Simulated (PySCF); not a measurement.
**Mayer bond orders and bond lengths**

Compound: C5H9ClO2.
SMILES with atom numbers: `[CH3:1][O:2][C:3]([CH3:4])([CH3:5])[C:6](=[O:7])[Cl:8]` (hydrogens: H9, H10, H11 on C1; H12, H13, H14 on C4; H15, H16, H17 on C5)

Cartesian coordinates in Å at the GFN2-xTB level; atoms count from 1:
```xyz
17
C5H9ClO2 angstrom
C      2.069    0.098    0.215
O      0.930   -0.720    0.367
C     -0.307   -0.135    0.032
C     -1.360   -1.238    0.226
C     -0.358    0.415   -1.398
C     -0.693    0.980    1.002
O     -1.315    1.959    0.755
Cl    -0.182    0.646    2.652
H      2.339    0.224   -0.839
H      1.928    1.084    0.670
H      2.876   -0.421    0.729
H     -1.263   -1.661    1.221
H     -2.361   -0.837    0.095
H     -1.184   -2.022   -0.505
H     -1.373    0.719   -1.634
H     -0.042   -0.360   -2.091
H      0.290    1.281   -1.506
```

Bond orders from the PBE0/pcSseg-1 density (PySCF). The structure is a single GFN2-xTB conformer in the gas phase; no vibrational or solvent corrections.

Problem. How far do the computed orders between heavy atoms stray from the drawn ones?

Solution. The largest departure is 0.165, at C3–C6 (drawn single, 0.835). Drawn single, order below 0.88: C3–C6 (0.835).

Problem. Give the Mayer order of every bond between heavy atoms, beside its length.

Solution. 
```csv
bond,drawn as,length (Å),Mayer order
C1–O2,single,1.411,0.915
O2–C3,single,1.409,0.942
C3–C4,single,1.537,0.998
C3–C5,single,1.533,1.010
C3–C6,single,1.527,0.835
C6–O7,double,1.186,2.074
C6–Cl8,single,1.759,0.986
```

By pair of heavy elements: C–O: lowest C1–O2 (0.915, 1.411 Å), highest C6–O7 (2.074, 1.186 Å). C–C: lowest C3–C6 (0.835, 1.527 Å), highest C3–C5 (1.010, 1.533 Å); in 2 of the 3 pairs the longer bond (by over 0.003 Å) has the higher order (by 0.02 or more).

Problem. And the bonds to hydrogen?

Solution. C–H: 0.95 to 0.97 (9 bonds).

Problem. Sum the orders of all bonds at each heavy atom with more than one neighbour and set the sums beside the valence in the SMILES.

Solution. C1 3.799 (drawn 4), O2 1.857 (drawn 2), C3 3.785 (drawn 4), C4 3.866 (drawn 4), C5 3.870 (drawn 4), C6 3.895 (drawn 4). Orders between atoms that aren't bonded are not in these sums.

The Mayer order sums products of elements of PS (density times overlap matrix) between the two atoms' basis functions, so it depends on the basis set.
